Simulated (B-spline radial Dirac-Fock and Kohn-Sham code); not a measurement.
# Relativistic shifts of the levels of Tb³⁺

System: terbium as Tb³⁺, configuration [Xe] 4f8.

Both columns are ΔSCF binding energies of the configuration average from a radial finite-basis atomic code: non-relativistic Hartree-Fock with a point nucleus, and Dirac-Fock with a finite nucleus and the Coulomb interaction alone, averaged over the two j levels with weights 2j+1.

```csv
shell,Hartree-Fock (eV),Dirac-Fock (eV),shift (eV),shift (%)
1s,49060.7,52258.8,+3198.12,+6.52
2s,7952.2,8778.3,+826.03,+10.39
2p,7554.5,7818.9,+264.33,+3.50
3s,1815.8,2011.3,+195.52,+10.77
3p,1637.4,1707.1,+69.68,+4.26
3d,1308.6,1294.4,-14.12,-1.08
4s,398.7,444.7,+46.01,+11.54
4p,327.0,342.0,+15.05,+4.60
4d,198.1,194.5,-3.60,-1.82
4f,45.13,40.03,-5.10,-11.31
5s,79.41,86.49,+7.08,+8.92
5p,56.96,58.44,+1.48,+2.60
```

Relativity binds 1s, 2s, 2p, 3s, 3p, 4s, 4p, 5s, 5p more strongly, among those listed most of all 4s in relative terms, and 3d, 4d, 4f more weakly, because the contracted s and p shells screen the nucleus better.

Values without a named source are computed, but for edge energies of neutral atoms, which are taken from tables.
